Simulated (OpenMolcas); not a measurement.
Mo4+: moving the ligands

Mo4+ with 6 ligands (chloride) in octahedral coordination (Oh) at 2.41 Å. A charge of +0.333 e stands 2.4 Å behind each ligand. Ligand basis ANO-RCC-VDZP.

```yaml
Program: OpenMolcas 26.06
Method: CASSCF
Basis: ANO-RCC-VDZP [6s5p3d1f]
Scalar_Hamiltonian: DKH2, point nucleus
Active_space: 2 electrons in 5 orbitals (4d)
State_averaging: 2S+1 = 3 even, 10 roots; 2S+1 = 1 even, 15 roots
Spin-orbit_coupling: state interaction with AMFI integrals over the reference wave functions
```

Runs around this geometry, states (labels of O, the rotations of Oh). Energies in cm-1 above the lowest state or level, χT in cm3 K/mol; under a threefold ground state the first gap can be a small split of the lowest multiplet, not the spin-orbit step; 10Dq and B are least-squares fits to the states below 45000 cm-1, weighted by degeneracy, with a free offset, and given where the rms deviation is under 5 % of |10Dq| (or 100 cm-1) and under 700 cm-1.

```json
{"R (Å)": "2.34", "Ground state": "3T1", "First state of that spin": "3T2 23633", "10Dq": "24034", "B (rms of fit)": "626 (394)", "First gap with spin-orbit (degeneracies)": "24.0 (2, 3)", "χT at 300 K": "0.419", "First state of another spin": "1T2 9146"}
{"R (Å)": "2.41", "Ground state": "3T1", "First state of that spin": "3T2 20827", "10Dq": "21595", "B (rms of fit)": "607 (496)", "First gap with spin-orbit (degeneracies)": "29.7 (2, 3)", "χT at 300 K": "0.402", "First state of another spin": "1T2 9456"}
{"R (Å)": "2.57", "Ground state": "3T1", "First state of that spin": "3T2 15804", "10Dq": "16512", "B (rms of fit)": "618 (549)", "First gap with spin-orbit (degeneracies)": "44.8 (2, 3)", "χT at 300 K": "0.368", "First state of another spin": "1T2 10003"}
```

Taking |10Dq| as R^-n, n = -ln(16512 / 24034) / ln(2.57 / 2.34) = 4.0 between the shortest and longest distance. The point-charge formula for a cubic d site gives n = 5.

An orbital triplet at a regular site is open to Jahn-Teller coupling, which can distort the site and quench the lowest spin-orbit gaps and is left out. Without dynamic correlation the repulsion within the d shell is too large (B by tens of per cent), so at a given field states of lower spin stand too high. With metal d orbitals alone the field can be off either way by tens of per cent. Ligand-to-metal charge-transfer states are missing. With no ligand orbital active B as a rule stays too high, so bands that hang on it stand too high and its fall with covalency is understated. The least metal-like active orbital is 69 % on the metal (Löwdin) and no ligand orbital is active, so the numbers are rough (holds for R = 2.34). The least metal-like active orbital is 71 % on the metal (Löwdin) and no ligand orbital is active, so the numbers are rough (holds for R = 2.41). The least metal-like active orbital is 73 % on the metal (Löwdin) and no ligand orbital is active, so the numbers are rough (holds for R = 2.57). No measured value stands beside these numbers; the geometry was imposed, not optimised, and the real ion may take another.
